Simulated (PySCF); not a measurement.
Match the calculated data to a structure.

All candidates are C8H15P.

* NMR, other nuclei: isotropic shieldings of nuclei other than C and H, by class: 2 (1 P) ppm [GIAO PBE0/pcSseg-1]
* 1H NMR: chemical shifts (computed TMS as zero) by class: 9.44 (1 H), 7.20 (1 H), 5.51 (1 H), 5.42 (1 H), 2.26 (2 H), 1.16 (9 H) ppm [GIAO PBE0/pcSseg-1]
* 13C NMR: chemical shifts (computed TMS as zero) by class: 201.6 (1 C), 148.2 (1 C), 124.8 (1 C), 51.1 (1 C), 31.9 (1 C), 31.9 (3 C) ppm [GIAO PBE0/pcSseg-1]
* Rotational structure: rotational constants A, B, C: 3.633, 0.543, 0.529 GHz [GFN2-xTB]
* Dipole: 1.20 D [PBE0/pcSseg-1]

Electronic properties: PySCF, gas phase, density fitting. Levels stand in brackets. Isolated species at its GFN2-xTB geometry (one conformer only). NMR values are class means; diastereotopic atoms form classes of their own.

Question: Which candidate is it?
A. `C=CP1CCCCCC1`
B. `C=CP(C=C)CCCC`
C. `C=C/C=P/CC(C)(C)C`
D. `C1CCP(C2CC2)CC1`
E. `C#CP(CCC)C(C)C`

Answer: C. It is `C=C/C=P/CC(C)(C)C`. Numbering: `[CH2:1]=[CH:2]/[CH:3]=[P:4]/[CH2:5][C:6]([CH3:7])([CH3:8])[CH3:9]`. 8 carbons fall into 6 classes; from least to most shielded: carbon bonded to C, P and H [C3] (201.6 ppm), alkene CH carbon [C2] (148.2 ppm), terminal =CH2 carbon [C1] (124.8 ppm), sp3 carbon bound to phosphorus [C5] (51.1 ppm), quaternary sp3 carbon [C6] (31.9 ppm), methyl carbon [C7/C8/C9] (31.9 ppm, 3 C, up to 4.6 ppm apart in this geometry). Hydrogen classes from least to most shielded: 1 H on a carbon bonded to C, P and H, C3 (9.44 ppm), 1 H on an alkene CH carbon, C2 (7.20 ppm), 1 H on a terminal =CH2 carbon, C1 (5.51 ppm), 1 H on a terminal =CH2 carbon, C1 (5.42 ppm), 2 H on an sp3 carbon bound to phosphorus, C5 (2.26 ppm), 9 H on 3 methyl carbons, C7/C8/C9 (1.16 ppm, a mean of values up to 1.1 ppm apart in this geometry). The other shieldings belong to: 2 ppm, phosphorus bonded to 2 C [P4]. The optimised geometry has point group Cs and is an asymmetric top.

The others, at the same levels:
- `C=CP(C=C)CCCC` fails: its computed 13C shifts are 151.3 (2 C), 135.4 (2 C), 33.3 (1 C), 32.1 (1 C), 28.2 (1 C), 14.9 (1 C) ppm, 1H shifts are 6.42 (2 H), 6.18 (2 H), 5.93 (2 H), 1.51 (2 H), 1.46 (2 H), 1.41 (2 H), 1.00 (3 H) ppm and rotational constant A is 2.056 GHz (against 3.633 GHz).
- `C#CP(CCC)C(C)C` fails: it has 7 carbon classes against 6; its computed 13C shifts are 100.3 (1 C), 93.1 (1 C), 38.7 (1 C), 37.0 (1 C), 24.4 (1 C), 22.1 (2 C), 18.9 (1 C) ppm, 1H shifts are 2.32 (1 H), 1.92 (1 H), 1.67 (2 H), 1.58 (2 H), 1.24 (6 H), 1.15 (3 H) ppm and rotational constant A is 1.859 GHz (against 3.633 GHz).
- `C=CP1CCCCCC1` fails: it has 5 carbon classes against 6; its computed 13C shifts are 153.5 (1 C), 134.9 (1 C), 40.9 (2 C), 31.3 (2 C), 30.7 (2 C) ppm, 1H shifts are 6.70 (1 H), 6.08 (1 H), 5.81 (1 H), 1.79 (4 H), 1.76 (4 H), 1.60 (4 H) ppm and rotational constant A is 2.439 GHz (against 3.633 GHz).
- `C1CCP(C2CC2)CC1` fails: it has 5 carbon classes against 6; its computed 13C shifts are 33.3 (2 C), 32.6 (1 C), 28.7 (2 C), 15.9 (1 C), 4.8 (2 C) ppm, 1H shifts are 1.72 (4 H), 1.69 (4 H), 1.42 (2 H), 0.65 (2 H), 0.30 (1 H), 0.30 (2 H) ppm and rotational constant A is 3.116 GHz (against 3.633 GHz).

Each candidate is one conformer, not necessarily the lowest. Dipoles, sizes and rotational constants follow the conformer. The torsions of the flexible species, by atom-mapped SMILES:
- `[CH2:1]=[CH:2]/[CH:3]=[P:4]/[CH2:5][C:6]([CH3:7])([CH3:8])[CH3:9]`: C1–C2–C3–P4 180°, C3–P4–C5–C6 180°, P4–C5–C6–C7 180°
- `[CH:1]#[C:2][P:3]([CH2:4][CH2:5][CH3:6])[CH:7]([CH3:8])[CH3:9]`: C2–P3–C4–C5 69°, P3–C4–C5–C6 179°, C2–P3–C7–C8 171°

The conformers of `C=CP(C=C)CCCC`, `C=CP1CCCCCC1` and `C1CCP(C2CC2)CC1` aren't listed.
